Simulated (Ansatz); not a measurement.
Wavefunction ladder for `CO[SiH](C)C#N`

Cartesian coordinates in Å:
```
C -1.619 -0.794 -1.247
O -0.807 0.238 -0.726
Si 0.153 0.078 0.581
C 1.100 1.639 0.840
C 1.347 -1.317 0.249
N 2.073 -2.185 0.029
H -2.327 -1.161 -0.497
H -1.011 -1.633 -1.601
H -2.181 -0.388 -2.089
H -0.614 -0.361 1.773
H 1.782 1.534 1.688
H 0.418 2.466 1.046
H 1.687 1.883 -0.047
```

Total charge 0; spin multiplicity 1. All single points use the PBE0-D4/def2-TZVP geometry. It is one conformer, not always the lowest. Frozen core, restricted reference, Ansatz. CBS rows extrapolate triple and quadruple zeta; past MP2 they add the triple-zeta difference.

```json
{"basis": "def2-SVP", "HF (Eh)": "-535.69446", "MP2 corr.": "-0.83845", "CCSD corr.": "-0.88946", "(T)": "-0.02837", "CCSD(T) total": "-536.61229"}
{"basis": "def2-TZVPP", "HF (Eh)": "-536.09580", "MP2 corr.": "-1.03830", "CCSD corr.": "-1.07759", "(T)": "-0.04605", "CCSD(T) total": "-537.21944"}
{"basis": "def2-QZVPP", "HF (Eh)": "-536.11621", "MP2 corr.": "-1.11091", "CCSD corr.": "–", "(T)": "–", "CCSD(T) total": "–"}
{"basis": "CBS(def2)", "HF (Eh)": "-536.11902", "MP2 corr.": "-1.16469", "CCSD corr.": "-1.20398", "(T)": "as TZ", "CCSD(T) total": "-537.36905"}
```
